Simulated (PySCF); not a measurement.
How methods differ on the excitation energy of V

V [Ar] 3d3 4s2 (4F) → V [Ar] 3d3 4s1 4p1 (high-spin determinant), as a difference of total energies. All numbers are calculated (PySCF 2.14, the spin-free X2C one-electron Hamiltonian (Gaussian nucleus), in aug-cc-pVDZ-DK (7s6p4d2f, 59 functions)). Correlated levels: valence: [Ar] frozen. The calculations carry no spin-orbit coupling.

```csv
method,excitation energy (eV)
UHF,1.065
LDA,2.232
PBE,2.030
PBE0,1.886
r2SCAN,1.673
revPBE,1.972
M06-2X,2.684
LC-wPBE,1.508
B3LYP,2.324
MP2 (valence),1.774
SCS-MP2 (valence),2.019
```

Problem. How much does correlation contribute at MP2 (valence)?

Solution. 1.774 − (1.065) = 0.709 eV, measured against UHF.

A first-order spin-orbit estimate (lowest level to lowest level, LS coupling) adds -0.012 eV.

The determinant of the upper state mixes LS terms, which raises its energy above the lowest term, most at the Hartree-Fock and MP2 levels.
